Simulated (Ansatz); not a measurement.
`COBF` + `[OH][InH2]` → `FB[O][InH2]` + CH₃OH at 500 K and 1 bar (ligand exchange at a B–O bond).

Calculated with Ansatz (gas phase, PBE0-D4/def2-TZVP geometries, no zero-point term in ΔE). CCSD(T)/CBS adds triple-zeta CCSD(T) − MP2 to the extrapolated MP2 energy (def2 sets, frozen cores). This one scheme is used for every species. Elements past krypton have def2 core potentials. For In outer-core shells are correlated without core-valence functions, which leaves a few kJ/mol of doubt a bond. Each species was taken in one conformer, which may not be the lowest.

```json
{"species": "`COBF`", "CCSD(T)/CBS energy (Eh)": "-240.31409", "H − E (kJ/mol)": "185.8", "S (J/(mol·K))": "333.5"}
{"species": "`[OH][InH2]`", "CCSD(T)/CBS energy (Eh)": "-266.78179", "H − E (kJ/mol)": "92.5", "S (J/(mol·K))": "311.9"}
{"species": "`FB[O][InH2]`", "CCSD(T)/CBS energy (Eh)": "-391.48685", "H − E (kJ/mol)": "121.8", "S (J/(mol·K))": "384.1"}
{"species": "CH₃OH", "CCSD(T)/CBS energy (Eh)": "-115.61712", "H − E (kJ/mol)": "157.0", "S (J/(mol·K))": "265.4"}
```

H − E and S are ideal-gas, rigid-rotor, harmonic terms from PBE0-D4/def2-TZVP, for one conformer and one mirror image of each species. 1 Eh = 2625.50 kJ/mol, R = 8.31446 J/(mol·K).

Q: By hand: ΔE, ΔH, ΔS and ΔG.

A: ΔE = (-391.48685) + (-115.61712) − (-240.31409) − (-266.78179) = -0.00809 Eh = -21.2 kJ/mol. Δ(H − E) = 121.8 + 157.0 − 185.8 − 92.5 = 0.5, so ΔH = -20.7 kJ/mol. ΔS = 384.1 + 265.4 − 333.5 − 311.9 = 4.1 J/(mol·K). ΔG = -20.7 − 500 × (4.1)/1000 = -22.8 kJ/mol.

Q: By hand: the equilibrium constant, and the temperature at which ΔG would vanish if ΔH and ΔS stayed fixed.

A: log₁₀ K = −ΔG/(RT ln 10) = 2.4. ΔH and −TΔS have one sign here, so there is no such temperature. One of them is within its doubt of zero, so this could turn.

The number of gas molecules stays the same, so ΔS is small and ΔH decides. A doubt of 5 kJ/mol in ΔE shifts log₁₀ K by 0.5 here. Other conformers and mirror images would add mixing entropy, several J/(mol·K) or more a flexible species. These are equilibria of isolated gas molecules and say nothing of rates. Largest T1 diagnostic: 0.017 (customary marks: 0.02 for closed shells, 0.045 for open ones).
